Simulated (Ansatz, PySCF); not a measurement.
Gas-phase reaction in SMILES: [CH3][GeH2][CH3] [dimethylgermane] -> [CH2][GeH2][CH3] + H atom (the C-H bond at the site shown breaks; other sites are not compared here)
Each molecule is optimised on its own at B3LYP-D3(BJ)/def2-TZVP (Ansatz, a first-principles code), one conformer each, not searched for the lowest.

Wanted: bond dissociation energy (0 K, with B3LYP-D3(BJ) harmonic zero-point energies from PySCF), in kJ/mol. Correlated levels leave the core frozen unless marked. Open shells are spin-unrestricted. Spin-orbit coupling is left out. Frozen are the shells of the preceding noble gas and the d and f shells that filled before the atom's block. No relativistic terms. CBS marks a two-point X^-3 extrapolation of the correlation energy; Hartree-Fock from the larger set.

CCSD(T)/CBS(aug-cc-pVTZ,aug-cc-pVQZ) (Ansatz) gives 421.5 kJ/mol.

Task: Another calculation gave 411.7 kJ/mol. Which level was it?
A) revPBE/def2-TZVPD (Ansatz)
B) B2GP-PLYP/def2-TZVPD (Ansatz)
C) SVWN5/def2-TZVPD (Ansatz)

Result: B, B2GP-PLYP/def2-TZVPD (Ansatz). The others give 461.0 (SVWN5), 398.5 (revPBE) kJ/mol.
